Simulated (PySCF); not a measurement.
# Exercise with solution: chemical shift, span and skew from a shielding tensor

C3H8O2Si, SMILES C=C[Si@H](OC)O. Atoms are numbered in the order given.

```xyz
14

C      2.4218    -0.1881    -0.5241
C      1.5615    -0.8868     0.2265
Si    -0.2612    -0.5343     0.2469
O     -0.8102    -0.1784     1.7779
O     -0.4545     0.7430    -0.7984
C     -1.6915     1.2902    -1.1600
H      2.0720     0.6215    -1.1737
H      3.4985    -0.3933    -0.5237
H      1.9526    -1.6926     0.8623
H     -1.1128    -1.6809    -0.1699
H     -0.2845     0.4623     2.2669
H     -2.2341     1.6948    -0.2870
H     -1.5233     2.1137    -1.8707
H     -2.3454     0.5458    -1.6508
```

Coordinates come from a PBE0-D3(BJ)/def2-SVP optimisation. The structure was generated by enumeration; whether it is a known compound was not checked. One conformer was computed; it need not be the lowest.

GIAO shieldings from PBE/pcSseg-1 in PySCF, non-relativistic, no solvent. The symmetric part of the tensor of C2 has the principal values -71.4, 34.3, 161.6 ppm. The same nucleus in TMS has σ = 182.0 ppm at this level (PySCF, at its B3LYP-D3(BJ)/def2-TZVP geometry).

### Question
Work out the isotropic shielding, the ¹³C shift against TMS, the span and the skew.

### Answer

σ(iso) = (σ11 + σ22 + σ33)/3 = 41.5 ppm. δ = σ(ref) − σ(iso) = 182.0 − (41.5) = 140.5 ppm.
Span Ω = σ33 − σ11 = 233.0 ppm. Skew κ = 3(σ(iso) − σ22)/Ω = 0.09. Tumbling in solution averages the tensor to δ; in a static solid the shielding alone would spread this spin-1/2 line over Ω.
